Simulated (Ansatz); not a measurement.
System: C₄H₉N, net charge 0, singlet state. 
Structure (B3LYP-D3(BJ)/def2-TZVP (Ansatz, an electronic-structure program) minimum search):
```
C
H 1 1.0993
N 1 1.4551 2 113.56
H 3 1.0149 1 110.51 2 58.97
H 3 1.0149 4 106.76 1 120.23
C 1 1.5449 2 109.58 3 132.19
H 6 1.0901 1 117.93 2 -29.91
H 6 1.0907 7 109.38 1 126.45
C 1 1.5449 2 109.58 3 -132.19
H 9 1.0901 1 117.93 2 29.91
H 9 1.0907 10 109.38 1 -126.45
C 9 1.5490 10 118.20 11 -129.09
H 12 1.0889 9 117.43 10 99.85
H 12 1.0904 13 108.60 9 128.33
```
Charge 0, spin multiplicity 1.

Property: vertical ionisation energy (to the doublet state of charge +1; each state is the SCF solution reached for its spin), in eV. Correlated levels leave the core frozen unless marked. UHF or UKS for open shells. No spin-orbit coupling. Non-relativistic. CBS(X,Y): correlation extrapolated as X^-3; Hartree-Fock from the larger set. [CCSD(T)-MP2]/basis is that difference in the basis named.

```
level                                                          program  vertical ionisation energy (eV)
-------------------------------------------------------------  -------  -------------------------------
PBE/def2-TZVPD                                                  Ansatz                             8.80
CAM-B3LYP/def2-TZVPD                                            Ansatz                             9.23
SCS-MP2/aug-cc-pVDZ                                             Ansatz                             9.41
SCS-MP2/aug-cc-pVTZ                                             Ansatz                             9.57
CCSD/aug-cc-pVTZ                                                Ansatz                             9.30
RI-MP2/CBS(aug-cc-pVTZ,aug-cc-pVQZ)+[CCSD(T)-MP2]/aug-cc-pVTZ   Ansatz                                ?
```

Q: Complete the blanks.

A: 
- RI-MP2/CBS(aug-cc-pVTZ,aug-cc-pVQZ)+[CCSD(T)-MP2]/aug-cc-pVTZ, vertical ionisation energy (eV): 9.44
